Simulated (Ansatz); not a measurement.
BSiH5SF2, singlet: at a first-order saddle point.

in.yaml

```yaml
crystal:
  periodic: [false, false, false]
  atoms:
    - {symbol: B, position_ang: [0.184073, -0.951127, -0.122335]}
    - {symbol: S, position_ang: [1.014807, -0.389024, -1.995721]}
    - {symbol: F, position_ang: [-0.780893, -1.847606, -0.394568]}
    - {symbol: F, position_ang: [1.191952, -1.297828, 0.698941]}
    - {symbol: H, position_ang: [0.159424, 0.297146, -0.810558]}
    - {symbol: Si, position_ang: [-0.804535, 0.794383, 0.806748]}
    - {symbol: H, position_ang: [2.132787, 0.079393, -1.416431]}
    - {symbol: H, position_ang: [0.130870, 1.891627, 1.163673]}
    - {symbol: H, position_ang: [-1.957392, 1.333925, 0.042820]}
    - {symbol: H, position_ang: [-1.271093, 0.089111, 2.027531]}
basis:
  gaussian: {orbitals: def2-TZVPP}
hamiltonian: {xc: {name: r2SCAN0}, dispersion: d4}
```

Command:

```bash
ansatz run in.yaml --threads 4 --pin off --events-out ev --progress --plain --max-ram 9574MiB
```

Output of Ansatz 0.2.0:

```
Functional definition: r2SCAN0
  name "r2SCAN0"
  cite "Bursch, Neugebauer, Ehlert & Grimme, J. Chem. Phys. 156, 134105 (2022) doi:10.1063/5.0086040"
  cite "Furness, Kaplan, Ning, Perdew & Sun, J. Phys. Chem. Lett. 11, 8208 (2020) doi:10.1021/acs.jpclett.0c02405"
  cite "Furness, Kaplan, Ning, Perdew & Sun, J. Phys. Chem. Lett. 11, 9248 (2020) doi:10.1021/acs.jpclett.0c03077"
  parent r2scan
  parameter a = 0.25
  parameter k0 = 0.174
  parameter k1 = 0.065
  parameter a1 = 4.9479
  exchange = (1 - a)*r2scan_x(k0 = k0, k1 = k1, a1 = a1) + a*exact_x
  correlation = r2scan_c
1382 factors; their error is unknown
mean field evaluation 1: about -24902.0611 eV, gradient 3.8e1 eV
mean field evaluation 2: about -24900.7128 eV, gradient 5.1e1 eV
mean field evaluation 4: about -24904.2533 eV, gradient 1.2e0 eV
mean field evaluation 8: about -24904.2547 eV, gradient 2.9e-2 eV
mean field evaluation 16: about -24904.3007 eV, gradient 4.2e-5 eV
mean field -24904.30069035 eV, -915.2161696292 hartree, gradient 4.2e-5 eV, S^2 0.000000; 0 other end points of the search recorded, 0 dependent functions left out
reference -24904.30070099 eV, -915.2161700200 hartree; 29, 29 occupied and 218, 218 virtual orbitals, 1382 factors
Total energy: -24904.36449666 eV, -915.2185144677 hartree
```

The run took about 4.9 s on 4 CPU threads of an Arm Neoverse V2 (shared host).
